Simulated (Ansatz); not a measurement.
Single points on [InH4]- (InH4⁻).

```yaml
crystal:
  periodic: [false, false, false]
  atoms:
    - {symbol: In, position_ang: [0.000000, 0.000000, -0.000002]}
    - {symbol: H, position_ang: [0.026145, -0.035055, 1.793808]}
    - {symbol: H, position_ang: [1.684247, -0.007430, -0.618810]}
    - {symbol: H, position_ang: [-0.838320, 1.484666, -0.559154]}
    - {symbol: H, position_ang: [-0.872072, -1.442180, -0.615852]}
basis:
  gaussian: {orbitals: def2-TZVPD, initial_orbitals: start.molden}
total_charge: -1
hamiltonian: {xc: hse06, dispersion: d4}
scf: {omitted_lower_state_checks: [starts]}
output: {orbitals: {seedname: orbitals}}
```

The file start.molden holds the orbitals of an earlier run on this structure, at another level or in another basis.

```sh
$ ansatz run in.yaml --threads 4 --pin off --events-out ev --progress --plain --max-ram 3916MiB
```

Output, abridged:

```
Functional definition: HSE06
  name "HSE06"
  cite "Heyd, Scuseria & Ernzerhof, J. Chem. Phys. 118, 8207 (2003) doi:10.1063/1.1564060"
  cite "Krukau, Vydrov, Izmaylov & Scuseria, J. Chem. Phys. 125, 224106 (2006) doi:10.1063/1.2404663"
  cite "Heyd & Scuseria, J. Chem. Phys. 120, 7274 (2004) doi:10.1063/1.1668634"
  cite "Ernzerhof & Perdew, J. Chem. Phys. 109, 3313 (1998) doi:10.1063/1.476928"
  cite "Perdew, Burke & Ernzerhof, Phys. Rev. Lett. 77, 3865 (1996) doi:10.1103/PhysRevLett.77.3865"
  parent pbe
  parameter a = 0.25
  parameter omega = 0.11/bohr
  # The whole range is PBE's own exchange, as in plane waves. The composition of these papers is wPBEh.
  exchange = pbe_x - a*pbe_x_sr(omega) + a*exact_x_sr(omega)
  correlation = pbe_c
these checks for a lower state are left out or cut short: starts
717 factors; their error is unknown
114 factors; integrals over basis functions are off by at most 1.9e-6 eV
mean field evaluation 1: about -5238.6771 eV, gradient 2.0e-1 eV
mean field evaluation 2: about -5238.7191 eV, gradient 1.4e-1 eV
mean field evaluation 4: about -5238.7192 eV, gradient 1.5e-4 eV
mean field -5238.71924429 eV, -192.5193812962 hartree, gradient 8.4e-6 eV, S^2 0.000000; 0 other end points of the search recorded, 0 dependent functions left out
reference -5238.71929908 eV, -192.5193833096 hartree; 13, 13 occupied and 79, 79 virtual orbitals, 717 factors
Total energy: -5238.79572162 eV, -192.5221917861 hartree
Checks for a lower state left out: starts
```

Hardware: 4 threads of Arm Neoverse V2 on a shared host. Wall time 0.5 s.

As the first input, with `hamiltonian: {xc: r2scan, dispersion: d4}`, `output: {forces: true, orbitals: {seedname: orbitals}}` (abridged; 0.8 s):

```
Functional definition: r2SCAN
mean field -5240.84254242 eV, -192.5974110631 hartree, gradient 2.8e-5 eV, S^2 0.000000
Total energy: -5240.86558585 eV, -192.5982578936 hartree
Atom 0 force     0.000000    -0.000000     0.000000 eV/Å
Atom 1 force    -0.005201     0.002487    -0.125103 eV/Å
Atom 2 force    -0.118673     0.000590     0.040004 eV/Å
Atom 3 force     0.060780    -0.101687     0.040612 eV/Å
Atom 4 force     0.063094     0.098610     0.044487 eV/Å
Dipole moment:    -0.000000     0.000000     0.000000 e Å
Checks for a lower state left out: starts
```

Geometry: PBE-D4/def2-TZVPD.

In the def2 sets In takes a core potential; there is no spin–orbit coupling. HSE06 is defined as in plane-wave codes, on full-range PBE exchange.
